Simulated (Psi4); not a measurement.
Relaxed torsion scan: C7H10OS, SMILES CCc1ccc(OC)s1. Scanned: dihedral C1–C2–C3–S9; all other coordinates were relaxed at GFN2-xTB. Points at φ and −φ are mirror images.

Geometry of the scan point at 0° (Å):
```
19

C     -2.7105    -1.2816    -0.3243
C     -2.2772    -0.1364     0.5813
C     -0.9079     0.3771     0.2684
C     -0.2320     1.3816     0.8823
C      1.0535     1.6276     0.3474
C      1.3521     0.7955    -0.6862
O      2.5046     0.7988    -1.3869
C      2.6153    -0.1431    -2.4256
S      0.0467    -0.3078    -1.0158
H     -2.7193    -0.9622    -1.3641
H     -2.0252    -2.1213    -0.2302
H     -3.7093    -1.6178    -0.0565
H     -2.2982    -0.4685     1.6246
H     -2.9912     0.6891     0.4922
H     -0.6400     1.9422     1.7050
H      1.7281     2.3818     0.7060
H      3.5967     0.0085    -2.8705
H      1.8377     0.0098    -3.1818
H      2.5364    -1.1659    -2.0412
```

Computed with PBE-D3(BJ)/def2-SVP // GFN2-xTB run with Psi4.

Scanned values (°): -150, -120, -90, -60, -30, 0, 30, 60, 90, 120, 150, 180.

Question: At which scan points does the profile have its minima and maxima, and how high do they lie?

Answer: Lower than their neighbours: -60° (0.000 eV), 60° (0.000 eV), 180° (0.010 eV). Higher than their neighbours: -120° (0.038 eV), 0° (0.051 eV), 120° (0.038 eV). The whole profile spans 0.051 eV.
